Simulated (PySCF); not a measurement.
# MS2- across group 13

Level: PBE0, basis family def2-TZVPD, scalar-relativistic core potentials from Rb on and no relativity for lighter atoms.

Each entry is the lowest minimum that a search over a few typed start shapes (and spin states, where more than one is plausible) found, or that minimum re-optimised at the stated level; isomers with ligand–ligand bonds, or fragments after loss of a ligand pair, can lie lower. Open shells are unrestricted; no spin–orbit coupling; PySCF with density fitting.

```json
{"molecule": "BS₂⁻", "2S+1": "1", "point group": "D∞h", "mean bond to the central atom (Å)": "1.675", "lowest ω (cm⁻¹)": "364", "highest ω (cm⁻¹)": "1336", "polar-tensor charge of the central atom": "0.76"}
{"molecule": "GaS₂⁻", "2S+1": "1", "point group": "D∞h", "mean bond to the central atom (Å)": "2.067", "lowest ω (cm⁻¹)": "138", "highest ω (cm⁻¹)": "582", "polar-tensor charge of the central atom": "0.77"}
{"molecule": "InS₂⁻", "2S+1": "1", "point group": "D∞h", "mean bond to the central atom (Å)": "2.242", "lowest ω (cm⁻¹)": "108", "highest ω (cm⁻¹)": "484", "polar-tensor charge of the central atom": "0.78"}
{"molecule": "TlS₂⁻", "2S+1": "1", "point group": "D∞h", "mean bond to the central atom (Å)": "2.280", "lowest ω (cm⁻¹)": "102", "highest ω (cm⁻¹)": "437", "polar-tensor charge of the central atom": "0.77"}
```

The bond lengthens at every step; the largest change, 0.392 Å, falls between BS₂⁻ and GaS₂⁻ among the members listed.

Spin–orbit coupling can matter for TlS₂⁻.

Left out of the table are members whose search was unfinished or whose lowest solution was spin-contaminated, unstable, very soft or bonded differently.
